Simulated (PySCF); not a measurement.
In(H)2(NMe2) (C2H8InN), SMILES C[N]([InH2])C. Atoms are numbered in the order given.

```xyz
12

In     0.0000     0.0000    -0.8631
H      0.0000    -1.5784    -1.5576
H      0.0000     1.5784    -1.5576
N      0.0000     0.0000     1.1876
C      0.0000     1.2051     1.9842
C      0.0000    -1.2051     1.9842
H     -0.8896     1.2662     2.6471
H      0.8896     1.2662     2.6471
H      0.0000     2.1033     1.3469
H      0.8896    -1.2662     2.6471
H     -0.8896    -1.2662     2.6471
H      0.0000    -2.1033     1.3469
```

Coordinates come from a B3LYP-D3(BJ)/def2-SVP optimisation. The structure was generated by enumeration; whether it is a known compound was not checked. The def2 effective core potentials stand for the cores of In; spin–orbit coupling is left out.

These are PBE/def2-TZVP (PySCF) values and carry that method's errors.

Gas-phase values at a fixed geometry.

- total energy: -325.74274 hartree
- point group: C2v
- highest occupied level: -4.78 eV
- lowest empty level: -1.91 eV
- orbital gap: 2.88 eV
- dipole moment: 0.060 e·Å
- quadrupole, principal values (traceless, Buckingham form, about the centre of nuclear charge): -1.96, -0.55, 2.51 D·Å
- mean static polarisability: 80.9 bohr³ (11.99 Å³)
- polarisability, principal values: 58.0, 79.1, 105.7 bohr³
